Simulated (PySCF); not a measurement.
# Assignment exercise: C3H10B2O2

Molfile (atoms numbered from 1):
```
C3H10B2O2
     RDKit          3D

 17 16  0  0  0  0  0  0  0  0999 V2000
    2.2762   -2.2193   -0.4659 B   0  0  0  0  0  0  0  0  0  0  0  0
    1.6072   -1.0829   -0.2682 O   0  0  0  0  0  0  0  0  0  0  0  0
    1.0346   -0.0119    0.3381 B   0  0  0  0  0  0  0  0  0  0  0  0
   -0.2971    0.0704    0.5173 O   0  0  0  0  0  0  0  0  0  0  0  0
   -1.2087   -0.9598    0.1444 C   0  0  0  0  0  0  0  0  0  0  0  0
   -2.5248   -0.2984   -0.2089 C   0  0  0  0  0  0  0  0  0  0  0  0
   -1.3365   -1.9593    1.2796 C   0  0  0  0  0  0  0  0  0  0  0  0
    2.5495   -2.5399   -1.6016 H   0  0  0  0  0  0  0  0  0  0  0  0
    2.5791   -2.9074    0.4867 H   0  0  0  0  0  0  0  0  0  0  0  0
    1.7223    0.9118    0.6959 H   0  0  0  0  0  0  0  0  0  0  0  0
   -0.8131   -1.4765   -0.7485 H   0  0  0  0  0  0  0  0  0  0  0  0
   -3.2558   -1.0464   -0.5496 H   0  0  0  0  0  0  0  0  0  0  0  0
   -2.3828    0.4404   -1.0106 H   0  0  0  0  0  0  0  0  0  0  0  0
   -2.9395    0.2219    0.6680 H   0  0  0  0  0  0  0  0  0  0  0  0
   -0.3704   -2.4386    1.4976 H   0  0  0  0  0  0  0  0  0  0  0  0
   -2.0590   -2.7485    1.0230 H   0  0  0  0  0  0  0  0  0  0  0  0
   -1.6842   -1.4530    2.1931 H   0  0  0  0  0  0  0  0  0  0  0  0
  1  2  1  0
  2  3  1  0
  3  4  1  0
  4  5  1  0
  5  6  1  0
  5  7  1  0
  1  8  1  0
  1  9  1  0
  3 10  1  0
  5 11  1  0
  6 12  1  0
  6 13  1  0
  6 14  1  0
  7 15  1  0
  7 16  1  0
  7 17  1  0
M  END
```

Averaged over atoms made equivalent by symmetry, fast rotation or ring inversion, non-relativistic, gas phase, single conformer. Structure optimised with PBE0-D3(BJ)/def2-SVP; B3LYP/pcJ-1 coupling constants (spin–dipole term only in couplings to heteroatoms); σ from GIAO-KT3/pcSseg-1; PySCF.

Chemical shifts δ = σref − σ; $^{13}$C, $^{1}$H vs TMS, all at this level.

**Question.** Assign these signals to the numbered atoms. $^{13}$C{$^{1}$H} NMR (computed): δ 66.6, 25.6.

**Answer.** 
66.6 → C5, sp3 CH bonded to O: the inductive effect lowers its shielding
25.6 → C6/C7, methyl carbon: aliphatic region, no heteroatom directly attached

**Question.** Assign these signals to the numbered atoms. $^{1}$H NMR (500 MHz, computed): δ 5.26 (br, 2H), 4.42 (sept, J = 6.9 Hz, 1H), 4.41 (br, 1H), 1.22 (d, J = 6.9 Hz, 6H).

**Answer.** 
5.26 → H8/H9, hydrogen on a boron bonded to O
4.42 → H11, hydrogen on an sp3 CH bonded to O: its carbon carries O, hence the downfield position
4.41 → H10, hydrogen on a boron bonded to 2 O
1.22 → H12/H13/H14/H15/H16/H17, hydrogen on a methyl carbon

H11 and H10 lie closer than the usual error of such a calculation, so a measured spectrum could show them in the other order.

Hydrogens on boron are broadened and split by $^{11}$B (spin 3/2, 80 %) and 10B (spin 3). Splittings below 1 Hz are ignored in the labels, and close J values are merged. Unscaled 3J(H,H) at this level run about 10 % above measured values. Shifts are as computed, not scaled to solution data. Of 1211 compounds with measured shifts, 218 miss one by over three times the rms of a fit or turn the order of signals round; such compounds aren't used in these exercises.
